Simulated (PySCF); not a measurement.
Computed XPS line lists of a few unrelated compounds.

Method used: PySCF 2.14.0, delta-SCF UKS SCAN, pcX-2 on the ionised atom, pcseg-1 elsewhere, spin-free X2C. Geometries: PBE0-D3(BJ)/def2-SVP; isolated species, one conformer each.

Line lists (1s up to Mg, 2p3/2 beyond; areas count atoms within a level, one atom standing for each set equivalent by bonding):
1. C 1s: 290.16 (area 2), 290.17 (area 2), 290.29 (area 1), 290.35 (area 2) eV
2. C 1s: 285.91 (area 1), 286.51 (area 1), 287.04 (area 1) eV; O 1s: 528.89 (area 1), 533.37 (area 1) eV
3. B 1s: 195.68 eV; C 1s: 293.65 (area 1), 293.66 (area 1) eV; N 1s: 407.29 eV; Cl 2p3/2: 204.36 eV
4. C 1s: 290.84 (area 1), 290.90 (area 1), 291.98 (area 1), 292.03 (area 1), 292.09 (area 1) eV; N 1s: 404.06 eV; O 1s: 540.38 eV

Structures:
A. `[H]/N=C\C1=CC=CO1`
B. `CCC(C)(C)CC`
C. `COCC[O-]`
D. `CC#[N+][BH2-]Cl`

Which list belongs to which compound?

- 1 = B: no other candidate has this set of levels. C 1s: 290.16 methyl carbon (×2), 290.17 chain CH2 carbon (×2), 290.29 quaternary sp3 carbon, 290.35 methyl carbon (×2).
- 2 = C: no other candidate has this set of levels. C 1s: 285.91 sp3 carbon bound to oxygen, 286.51 sp3 carbon bound to oxygen, 287.04 methoxy carbon; O 1s: 528.89 alkoxide oxygen, 533.37 ether oxygen.
- 3 = D: no other candidate has this set of levels. B 1s: 195.68 four-coordinate boron; C 1s: 293.65 methyl carbon, 293.66 triply bonded carbon; N 1s: 407.29 nitrogen bonded to B and C; Cl 2p3/2: 204.36 chlorine bonded to B.
- 4 = A: no other candidate has this set of levels. C 1s: 290.84 aromatic CH carbon, 290.90 aromatic CH carbon, 291.98 aromatic CH next to a ring oxygen, 292.03 imine carbon, 292.09 substituted aromatic carbon; N 1s: 404.06 imine nitrogen; O 1s: 540.38 furan-type oxygen.

Spin–orbit and ligand-field terms were added within each 2p shell after the spin-free SCF. 2 of these hole states are spin-contaminated (⟨S²⟩ up to 0.95, against 0.75; counted from 0.85) and less certain.
